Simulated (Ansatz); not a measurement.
```xyz
3

Cl    0.832    0.233    1.325
Ge   -0.743   -0.460   -0.018
H    -0.089    0.227   -1.307
```

The species carries charge 0 and has multiplicity 1.

(1) List the PBE0/def2-TZVPP orbital energies in eV (Ansatz). (Best estimate.)

Answers

(1) Computed: Occupied: -10861.06, -2767.24, -1359.25, -1209.12, -1209.06, -1209.01, -259.07, -197.33, -197.25, -197.19, -171.92, -121.86, -121.67, -121.50, -34.65, -34.60, -34.45, -34.35, -34.29, -22.69, -14.51, -10.27, -9.48, -9.33, -7.16. Lowest empty: -3.05, -0.19, 1.21, 4.45, 4.79, 5.33, 5.52, 6.29.
